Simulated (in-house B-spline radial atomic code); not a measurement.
B97-1 excitations of S4+

Method: B97-1. Computed with a B-spline radial code for spherical atoms: linear response of the closed shell [Ne] 3s2 with the functional's adiabatic kernel; non-relativistic, point nucleus, no spin-orbit coupling, no double excitations, S, P, D and F terms only.

Command:
```bash
python run_td.py task.json out
```
Settings (radii: box in bohr, nucleus in fm):
```
Z                        16
electrons                12
configuration            [Ne] 3s2
hamiltonian              nr
method                   b97_1
box_radius               19.1
intervals                51
```

Run time, properties included: 0.5 s on 1 thread of Arm Neoverse N1, with other jobs on the host.

The lowest states, in the order of their Tamm-Dancoff energies; the method's threshold (minus the highest occupied level) is 66.96 eV. Labels give the largest channel, * marks a mixed state, and oscillator strengths are full-response dipole values. Semilocal kernels can invert the small singlet-triplet splittings of Rydberg terms. Energies in eV:

```tsv
state	full response	Tamm-Dancoff	oscillator strength
3s → 3p 3P	9.621	9.957	-
3s → 3p 1P	15.483	16.040	1.35
3s → 3d 3D	27.478	27.572	-
3s → 3d 1D	?	?	-
3s → 4s 3S	38.01	38.03	-
3s → 4s 1S	39.07	39.09	-
3s → 4p 3P	41.99	42.02	-
3s → 4p 1P	?	?	?
3s → 4d 3D	47.48	47.50	-
3s → 4d 1D	48.04	48.04	-
```

(1) Where does 3s → 3d 1D lie?

(2) Where does 3s → 4p 1P lie?

(3) How large is the singlet-triplet splitting of 3s → 3p (P terms) in Tamm-Dancoff?

(4) What polarisabilities and dispersion coefficient does the method give?

Answers

(1) At 29.497 eV in full response, 29.507 eV in Tamm-Dancoff.

(2) At 42.55 eV in full response, 42.58 eV in Tamm-Dancoff, oscillator strength 0.109.

(3) 6.08 eV, from the unrounded values.

(4) Dipole 4.332 bohr³, quadrupole 6.318 bohr⁵, C6 8.502 hartree·bohr⁶ for two such species.
